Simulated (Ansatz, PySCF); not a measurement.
Molecule: SiCl2 (charge 0, singlet). SMILES: Cl[Si]Cl
Geometry: optimised at B3LYP-D3(BJ)/def2-TZVP (Ansatz, a first-principles code).

Wanted: atomisation energy (electronic, to ground-state atoms), in kcal/mol. Valence correlation only, unless marked. Open shells are spin-unrestricted. No spin-orbit coupling. Non-relativistic unless marked X2C. The coupled-cluster limit lacks core correlation, which all-electron functionals hold. CBS(X,Y): correlation extrapolated as X^-3; Hartree-Fock from the larger set.

The Hartree-Fock reference is unstable (checked in the largest basis), which strains HF and MP2. 

| level | program | atomisation energy (kcal/mol) |
|---|---|---|
| HF-D3(BJ)/def2-TZVPD | PySCF + dftd3 | 164.0 |
| PBE-D4/def2-TZVPD | Ansatz + dftd4 | 214.0 |
| TPSS-D4/def2-TZVPD | PySCF + dftd4 | [?] |
| PBE0-D4/def2-TZVPD | Ansatz + dftd4 | 207.6 |
| wB97M-V/def2-TZVPD | Ansatz | 211.9 |
| SCS-MP2/aug-cc-pV(D+d)Z | Ansatz | 190.1 |
| CCSD/aug-cc-pV(T+d)Z | Ansatz | 192.3 |
| CCSD/cc-pV(Q+d)Z | Ansatz | [?] |
| X2C-CCSD(T)/cc-pVTZ-DK | Ansatz | [?] |
| CCSD(T)/CBS(cc-pV(T+d)Z,cc-pV(Q+d)Z) | Ansatz | 208.4 |

Problem. Fill in the missing entries.

Solution. 
- TPSS-D4/def2-TZVPD, atomisation energy (kcal/mol): 209.3
- CCSD/cc-pV(Q+d)Z, atomisation energy (kcal/mol): 196.8
- X2C-CCSD(T)/cc-pVTZ-DK, atomisation energy (kcal/mol): 194.6
